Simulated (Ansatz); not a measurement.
CH5Ge, SMILES `[CH3][GeH2]` radical. The species carries charge 0 and has multiplicity 2.

Z-matrix (Å, degrees):
```
C
Ge 1 1.960
H 1 1.093 2 109.7
H 1 1.090 2 110.3 3 -119.8
H 1 1.090 2 110.3 3 119.8
H 2 1.546 1 111.3 3 -61.5
H 2 1.546 1 111.3 3 60.9
```

What are the harmonic wavenumbers in cm⁻¹ at PBE0-D4/def2-TZVP (Ansatz, finite differences of forces, unscaled)? (Best estimate.)

Ansatz gave: 147, 496, 533, 597, 808, 854, 859, 1250, 1447, 1452, 2088, 2115, 3058, 3145, 3166.

Is this a minimum?

Yes, all 15 modes are real.

Give the ideal-gas thermochemistry at 298.15 K and 1 bar (rigid rotor, harmonic oscillator; point group Cs, symmetry number 1).

Zero-point energy 131.7 kJ/mol; H(298) − E = 145.5 kJ/mol; entropy 282.1 J/(mol·K), of which translation 164.9, rotation 90.4, vibration 20.9, electronic 5.8; G(298) − E = 61.4 kJ/mol.

And at 400, 500, 600, 800 and 1000 K?


| T (K) | H − E (kJ/mol) | S (J/mol/K) | G − E (kJ/mol) |
| --- | --- | --- | --- |
| 400 | 152.7 | 302.8 | 31.6 |
| 500 | 160.9 | 321.1 | 0.3 |
| 600 | 170.0 | 337.7 | -32.6 |
| 800 | 190.6 | 367.2 | -103.2 |
| 1000 | 213.4 | 392.7 | -179.2 |
